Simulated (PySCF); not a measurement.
Compound: C6H4OS.
Atom-mapped SMILES: `[cH:1]1[cH:2][c:3]2[s:4][cH:5][cH:6][c:7]2[o:8]1` (hydrogens: H9 on C1; H10 on C2; H11 on C5; H12 on C6)

Linear response at CAM-B3LYP/def2-SVPD (PySCF, frozen core in the response, non-relativistic). Isolated species at its PBE0-D3(BJ)/def2-SVP geometry, gas phase.

Static isotropic polarisability: 86.42 au (12.81 Å³), principal values 53.1, 89.8, 116.3 au.

Problem. What is the polarisability at 1064 nm and at the sodium D line?

Solution. 87.57 au at 1064 nm (+1.3 %), 90.45 au at 589.3 nm (+4.7 %). The rise at 589.3 nm is 3.51 times that at 1064 nm; a pure ω² law gives 3.26. The lowest singlet lies at 239 nm, shorter than both wavelengths.

Problem. What is the isotropic C6 coefficient between two such molecules, C6 = (3/π)∫α(iω)² dω?

Solution. 2774 au (Eh·bohr⁶) by a ten-point quadrature over imaginary frequencies, which is 1660 eV·Å⁶ or 160 J·nm⁶/mol.

Problem. Which effective excitation energy ω̄ makes London's formula C6 = (3/4)α²ω̄ exact here?

Solution. ω̄ = 4·C6/(3α²) = 0.495 Eh = 13.5 eV. A one-pole form α(ω) = α/(1 − ω²/ω̄²) fitted to the 1064 nm value gives 10.2 eV. London's choice of the ionisation energy (8.19 eV, ΔSCF at the same level) gives C6 = 1690 au, 39 % too low.

Problem. How many electrons N does the Slater–Kirkwood formula C6 = (3/4)·√N·α^(3/2) need to give this C6?

Solution. N = (4·C6/3)²/α³ = 21.2; the species has 64 electrons in all.

Problem. What three-body coefficient follows from the one-pole estimate C9 = (3/4)·α·C6?

Solution. 180000 au. This is an estimate from the two numbers above, not a computed integral.

Problem. What molar refraction at the D line follows from R = (4π/3)·N_A·α′, with α′ the polarisability volume?

Solution. α′ = 13.40 Å³ gives R = 33.81 cm³/mol, for isolated, non-vibrating species.

Problem. What n − 1 at the D line would an ideal gas of it have at 273.15 K and 1 atm (2.6868 × 10¹⁹ cm⁻³), by n − 1 = 2π·N·α′?

Solution. 22.63 × 10⁻⁴, a formal value whether or not that pressure can be reached.

Rough CPU time on one thread of a shared machine: about 60 s. This is the whole response run at CAM-B3LYP/def2-SVPD, SCF included.
